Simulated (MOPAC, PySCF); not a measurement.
HBI₂, SMILES `B(I)I`, neutral singlet in the gas phase. 

Cartesian coordinates (Å):
SMILES: B(I)I
```xyz
4

I      1.8556    -0.7434     0.6058
B     -0.0026     0.2054     0.2776
I     -1.8355    -0.8440     0.2742
H     -0.0175     1.3820     0.0864
```
Charge 0, multiplicity 1.

All levels are single points at this geometry (PBE-D3(BJ)/def2-TZVP); Pople sets use spherical d functions. Orbital energies aren't observables, and empty levels follow the basis.

```
level                                    HOMO (eV)  LUMO (eV)  gap (eV)  dipole (D)  vertical IE, Delta-SCF (eV)
---------------------------------------  ---------  ---------  --------  ----------  ---------------------------
PBE-D3(BJ)/def2-TZVP in PySCF                -6.53      -3.19      3.33        0.00                            –
B3LYP/6-311+G** (LANL2DZ on I) in PySCF      -7.46      -2.44      5.03        0.27                            –
BP86/6-31G* (LANL2DZ on I) in PySCF          -6.70      -3.15      3.54        0.14                            –
M06-2X/6-31G* (LANL2DZ on I) in PySCF        -8.57      -1.43      7.14        0.35                            –
PBE/6-31G* (LANL2DZ on I) in PySCF           -6.59      -3.07      3.52        0.13                         9.50
SVWN5/6-31G* (LANL2DZ on I) in PySCF         -6.65      -3.25      3.40        0.08                            –
HF/6-31G* (LANL2DZ on I) in PySCF           -10.06       1.26     11.32        0.75                         9.58
PM6 in MOPAC                                 -9.78      -2.66      7.12        1.03                            –
PM7 in MOPAC                                 -9.54      -2.38      7.16        1.28                            –
```
